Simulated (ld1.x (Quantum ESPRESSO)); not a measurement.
## u(r) = r·R(r): atom against pseudo-atom (magnesium (Mg))

Columns: radius, all-electron u(r) and pseudo u(r) of the 2p shell (level -48.85 eV) of magnesium in the configuration [He] 2s2 2p6 3s1.75 3p0; BP86, non-relativistic, TM scheme, ld1.x (Quantum ESPRESSO) 7.5.

| r (bohr) | all-electron | pseudo |
| --- | --- | --- |
| 0.038 | 0.0613 | 0.0364 |
| 0.076 | 0.1975 | 0.1399 |
| 0.114 | 0.3611 | 0.2935 |
| 0.152 | 0.5253 | 0.4733 |
| 0.190 | 0.6759 | 0.6528 |
| 0.228 | 0.8063 | 0.8104 |
| 0.266 | 0.9142 | 0.9340 |
| 0.304 | 0.9995 | 1.0220 |
| 0.342 | 1.0637 | 1.0801 |
| 0.380 | 1.1085 | 1.1168 |
| 0.418 | 1.1364 | 1.1390 |
| 0.456 | 1.1497 | 1.1501 |
| 0.494 | 1.1509 | 1.1509 |
| 0.532 | 1.1420 | 1.1420 |
| 0.570 | 1.1251 | 1.1251 |
| 0.608 | 1.1017 | 1.1017 |
| 0.646 | 1.0732 | 1.0732 |
| 0.684 | 1.0410 | 1.0410 |
| 0.722 | 1.0059 | 1.0059 |
| 0.760 | 0.9689 | 0.9689 |
| 0.798 | 0.9306 | 0.9306 |
| 0.836 | 0.8916 | 0.8916 |
| 0.874 | 0.8524 | 0.8524 |
| 0.912 | 0.8133 | 0.8133 |
| 0.950 | 0.7747 | 0.7747 |
| 0.988 | 0.7368 | 0.7368 |

Question: How many radial nodes do the two functions have?

Answer: The all-electron 2p function has n − l − 1 = 0; the pseudo-wave has 0.

Question: At about which radius was the pseudo-wave matched?

Answer: 0.52 bohr. The columns agree to 0.0005 from 0.46 bohr on; several derivatives are matched, so the curves merge somewhat inside the radius.

Question: Is the pseudo-wave norm-conserving?

Answer: Yes: the TM scheme keeps the norm inside the radius equal to the all-electron one, which fixes the energy derivative of the logarithmic derivative at the level.
